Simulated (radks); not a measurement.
The numbers below are computed, except where a source is named.
Be I, 4 electrons, occupied as 1s(up 1, down 1) 2s2. Code: a radial shooting solver on a logarithmic mesh with Libxc functionals. Model: non-relativistic Kohn-Sham, PBE, spin-polarised, spherical densities, point nucleus.

Unscreened Slater integrals over Kohn-Sham orbitals (eV). They are taken over the spin-up orbitals.

F0(2s,2s): 9.5033
F0(2s,1s): 13.415
G0(2s,1s): 0.83173
F0(1s,1s): 61.203
